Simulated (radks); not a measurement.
Si4+, 10 electrons, occupied as [Ne]. Method: scalar-relativistic Kohn-Sham, r2SCAN, spin-polarised, spherical densities, finite nucleus; meta-GGA in the generalised Kohn-Sham scheme; Fermi nuclear charge, rms radius 3.1224 fm; computed with a radial shooting solver on a logarithmic mesh with Libxc functionals.

Unscreened Slater integrals over Kohn-Sham orbitals (eV). They are taken over the spin-up orbitals.

| integral | value |
|---|---|
| F0(2p,2p) | 47.161 |
| F2(2p,2p) | 21.702 |
| F0(2p,2s) | 45.162 |
| G1(2p,2s) | 26.987 |
| F0(2p,1s) | 66.349 |
| G1(2p,1s) | 9.0017 |
| F0(2s,2s) | 43.862 |
| F0(2s,1s) | 62.020 |
| G0(2s,1s) | 5.0285 |
| F0(1s,1s) | 230.28 |
